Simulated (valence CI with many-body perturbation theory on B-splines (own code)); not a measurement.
# Yb64+ in brief

Level of theory: relativistic CI+MBPT: four valence electrons over a frozen Dirac-Fock core [He], a basis of 11 s, 11 p, 10 d, 8 f, 5 g, 2 h functions for each j, with the one-electron correlation potential Σ1 (screened to all orders), the two-electron term Σ2, the three-electron term Σ3, Breit, model QED; selected single and double excitations, second order for the rest, scaled by the run's own slope (own B-spline code, finite nucleus).

The last digits are not significant, and no measured levels were compared; by estimate large intervals hold to a few tenths of a per cent, small ones and those within an open d or f shell to about a per cent. Among the levels kept, up to 1100 cm⁻¹ of a level comes from second order outside the variational space, and about a tenth of that is noise between levels of different J, which matters for small intervals.

Levels are named by their leading jj configuration (3d3/2^4 stands for four electrons in 3d with j = 3/2), which in mixed levels can hold well under half, so a name can repeat and another be missing.

Rates and lifetimes use the calculated energies. Strong lines usually hold to 10 to 20 %, long lifetimes can be off by a factor of two.

(1) What is the ground level?

(2) Among levels below 12474 eV, which E1 lines absorb most strongly from the ground level?

(3) How well does LS coupling describe the low levels?

(4) Where does the other parity begin?

(5) What is the ionisation energy?

(6) Name the longest-lived excited levels whose lifetime is computed, and their main decay.

## Answers

(1) (2s^2 2p1/2^2) J=0, composition 68 % 2s2 2p2 3P + 31 % 2s2 2p2 1S.

(2) to (2s^2 2p1/2 3d3/2) J=1 at 0.1285 nm, f = 1.09; to (2s 2p1/2^2 3p1/2) J=1 at 0.1309 nm, f = 0.343; to (2s 2p1/2^2 3p3/2) J=1 at 0.1263 nm, f = 0.311.

(3) Among the lowest 20 levels the leading LS term, summed over configurations, holds 67 % on average. For single configurations the figures are 67 % in LS and 100 % in jj coupling. Terms mix most in the J = 1 level at 1449 eV, where the leading one holds 31 %.

(4) At (2s 2p1/2^2 2p3/2) J=2, 1367 eV.

(5) 16193 eV; NIST lists 16191 ± 24 eV (theoretical).

(6) (2s^2 2p1/2 2p3/2) J=2 at 1109 eV lives 30.0 ns, mostly by E2 to (2s^2 2p1/2^2) J=0; (2s^2 2p1/2 2p3/2) J=1 at 1091 eV lives 124 ps, mostly by M1 to (2s^2 2p1/2^2) J=0; (2s 2p1/2^2 2p3/2) J=2 at 1367 eV lives 35.0 ps, mostly by E1 to (2s^2 2p1/2 2p3/2) J=1.
